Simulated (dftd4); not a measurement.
HNaO (SMILES [OH][Na]), singlet, geometry from GFN2-xTB (such geometries of metal compounds can be far from the true shape); D4 for r2scan (dftd4).

The dftd4 input:
```
$ dftd4 mol.xyz --func r2scan --charge 0 --json dftd4.json --noedisp --property

# file mol.xyz
3

Na    -0.60708701    -0.34567032    -0.49916222
O      0.68596288     0.34473088     0.56471073
H      1.19025406     1.04452643     0.97309857
```

The log (banner, timings and long lists left out):

```
                    ____  _____ _____     ____  _  _
      -------------|  _ \|  ___|_   _|---|  _ \| || |------------
     |             | | | | |_    | | ___ | | | | || |_           |
     |             | |_| |  _|   | ||___|| |_| |__   _|          |
     |             |____/|_|     |_|     |____/   |_|            |
     |             ===================================           |
     |            E. Caldeweyher, S. Ehlert & S. Grimme          |
     |          Mulliken Center for Theoretical Chemistry        |
     |                    University of Bonn                     |
      -----------------------------------------------------------

Rational (Becke-Johnson) damping: r2scan-D4-ATM
---------------------
  s6         1.0000
  s8         0.6019
  s9         1.0000
  a1         0.5156
  a2         5.7734
 alp        16.0000
--------------------

Atomic data, radii in Ångström:
------------------------------------------------------
   Z          R(cov)      r4/r2   hardness         EN
------------------------------------------------------
  11 Na       1.8667     3.4851     0.1796     0.9300
   8 O        0.8400     1.3725     0.5869     3.4400
   1 H        0.4267     1.0622     0.4726     2.2000
------------------------------------------------------

Atomic reference systems (in atomic units):
----------------------------------------------------------------------------
   Z        #      CN     q+Z       C6(AA)   #      CN     q+Z       C6(AA)
----------------------------------------------------------------------------
  11 Na     1  0.0000 11.0000    1727.9068   2  0.7808 11.3790      99.1433
            3  6.0010 11.5431      12.9138
   8 O      1  0.0000  8.0000      15.5711   2  0.8042  7.6453      20.8489
            3  1.6112  7.4012      24.8631   4  0.9798  8.0000      14.9880
   1 H      1  0.0000  1.0000       7.6362   2  0.8942  1.0000       3.0374
----------------------------------------------------------------------------

Atomic properties (in atomic units):
----------------------------------------------------------------------------
     #    Z              CN          q      C6(AA)        C8(AA)   alpha(0)
----------------------------------------------------------------------------
     1   11 Na       0.6789     0.7565    132.0286    17179.6195    38.2886
     2    8 O        1.4625    -0.9875     36.6713      740.0463     8.1754
     3    1 H        0.8282     0.2310      0.9663       11.6809     1.5420
----------------------------------------------------------------------------

Molecular properties (in atomic units):
----------------------------------------
 molecular C6                 287.3259
 molecular C8               23353.2380
----------------------------------------

Dispersion energy:      -1.3249030167873E-04 Eh

[Info] JSON dump of results written to 'dftd4.json'
```
